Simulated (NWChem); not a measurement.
Species: CH$_{7}$FSi$_{2}$; SMILES F[SiH2]C[SiH3]

```xyz
11

Si    -0.3244    -1.7744    -0.0725
C      0.9668    -0.4419     0.3374
Si     0.4478     1.2915    -0.1538
F     -1.1588     1.4612     0.1641
H     -0.7786    -1.6244    -1.4990
H      0.2736    -3.1454     0.0964
H     -1.5134    -1.6522     0.8357
H      1.1849    -0.4816     1.4258
H      1.9129    -0.6851    -0.1941
H      0.6442     1.5026    -1.6274
H      1.1767     2.3461     0.6292
```
Atoms are numbered in this order, from 1.

Results from NWChem. The geometry was optimised at PBE-D3(BJ)/def2-SVP.

Question: Predict the results for Hartree-Fock/aug-pcseg-1. Quantities: highest occupied level (eV); orbital gap (eV); dipole (D).

Answer: The highest occupied level (eV) is -11.99 and the orbital gap (eV) is 12.74. The dipole (D) is 2.17.
